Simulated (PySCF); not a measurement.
Si(CCH)2(F)(Me) (C₅H₅FSi), SMILES C#C[Si](C)(F)C#C.

Geometry: ωB97X-D3(BJ)/def2-SVP.

All values below come from PBE/def2-TZVP in PySCF.

Computed frontier levels, gap, dipole moment and polarisability:
- highest occupied level: -7.12 eV
- lowest empty level: -1.85 eV
- orbital gap: 5.26 eV
- dipole moment: 2.00 D
- quadrupole, principal values (traceless, Buckingham form, about the centre of nuclear charge): -10.52, 1.14, 9.38 D·Å
- mean static polarisability: 78.5 bohr³ (11.63 Å³)
- polarisability, principal values: 56.7, 78.2, 100.5 bohr³
